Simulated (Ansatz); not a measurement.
`F[SiH2]I` → HI + `F[SiH]` at 298.15 K and 1 bar (silylene formation by 1,1-elimination).

Isolated molecules relaxed with PBE0-D4/def2-TZVP in Ansatz; ΔE leaves out vibrations. CCSD(T)/CBS is the MP2 limit (def2-TZVPP, def2-QZVPP) plus CCSD(T) − MP2 in def2-TZVPP, frozen cores. This one scheme is used for every species. Elements past krypton have def2 core potentials. For I outer-core shells are correlated without core-valence functions, which leaves a few kJ/mol of doubt a bond.

| species | CCSD(T)/CBS energy (Eh) | H − E (kJ/mol) | S (J/(mol·K)) |
| --- | --- | --- | --- |
| `F[SiH2]I` | -687.61044 | 68.1 | 301.0 |
| HI | -298.03592 | 22.7 | 206.5 |
| `F[SiH]` | -389.46371 | 32.3 | 239.1 |

H − E and S are ideal-gas, rigid-rotor, harmonic terms from PBE0-D4/def2-TZVP. 1 Eh = 2625.50 kJ/mol, R = 8.31446 J/(mol·K).

Problem. By hand: ΔE, ΔH, ΔS and ΔG.

Solution. ΔE = (-298.03592) + (-389.46371) − (-687.61044) = 0.11081 Eh = 290.9 kJ/mol. Δ(H − E) = 22.7 + 32.3 − 68.1 = -13.1, so ΔH = 277.8 kJ/mol. ΔS = 206.5 + 239.1 − 301.0 = 144.6 J/(mol·K). ΔG = 277.8 − 298.15 × (144.6)/1000 = 234.7 kJ/mol.

Problem. By hand: the equilibrium constant, and the temperature at which ΔG would vanish if ΔH and ΔS stayed fixed.

Solution. log₁₀ K = −ΔG/(RT ln 10) = -41.1. ΔG = 0 at ΔH/ΔS = 1921 K.

The number of gas molecules changes by +1, which sets the sign of ΔS. A doubt of 5 kJ/mol in ΔE shifts log₁₀ K by 0.9 here. These are equilibria of isolated gas molecules and say nothing of rates. Largest T1 diagnostic: 0.015 (customary marks: 0.02 for closed shells, 0.045 for open ones).
